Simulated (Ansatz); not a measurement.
Geometry optimisation, RKS PBE0/def2-SVP (Ansatz 0.2.0).

Input file:

```yaml
crystal:
  periodic: [false, false, false]
  atoms:
    - { symbol: Ge, position_ang: [0.168777, -0.062942, 0.119182] }
    - { symbol: H, position_ang: [0.574449, 0.025062, 1.586434] }
    - { symbol: H, position_ang: [1.687401, 0.024865, 0.01335] }
    - { symbol: F, position_ang: [-0.620334, 1.383226, -0.438158] }
    - { symbol: H, position_ang: [-0.595692, -1.264111, -0.421308] }
basis:
  gaussian: { orbitals: def2-SVP }
hamiltonian:
  xc: pbe0
relax:
  f_tol: 0.03
  max_steps: 50
```

Run as:

```bash
$ ansatz run input.yaml --threads 1 --pin off --max-ram 2048MiB --backend cpu --events-out ev --progress --plain --runs-dir out
```

Where does it end, and by what steps?

It converged. After 3 steps the energy has fallen by 0.664 eV; H3 moved furthest, 0.36 Å.

```
step  energy less start (eV)  largest force component (eV/Å)  accepted
   0                  0.0000                           1.624       yes
   1                 -0.5153                           0.704       yes
   2                 -0.6618                           0.155       yes
   3                 -0.6644                           0.022       yes
```

```xyz
5
Properties=species:S:1:pos:R:3
Ge 0.283 -0.049 0.200
H 0.245 0.015 1.734
H 1.716 0.015 -0.347
F -0.535 1.379 -0.379
H -0.494 -1.253 -0.350
```

Whether the end is a true minimum wasn't checked by a vibrational analysis.

Time of the run: 6.9 s on 1 thread of Arm Neoverse V2 (shared host), peak memory 0.11 GiB.
